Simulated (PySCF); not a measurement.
Vertical excitations of a molecule CH6FNO2Si from TDA-CAM-B3LYP/def2-SVPD in PySCF, as energy in eV (oscillator strength): 6.37 (0.006), 7.41 (0.010), 7.55 (0.008), 8.16 (0.033), 8.29 (0.039), 8.59 (0.041), 8.77 (0.089), 8.89 (0.036), 9.11 (0.017), 9.17 (0.002). Lowest triplet (TDA): 6.13 eV. The structure is a stationary point at PBE0-D3(BJ)/def2-SVP. One conformer was computed; it need not be the lowest.

**Question.** Pick the molecule that these values belong to.
A) CO[Si@](N)(O)F
B) N[Si](O)(O)CF
C) NC[Si](O)(O)F
D) CN[Si](O)(O)F

**Answer.** D, CN[Si](O)(O)F
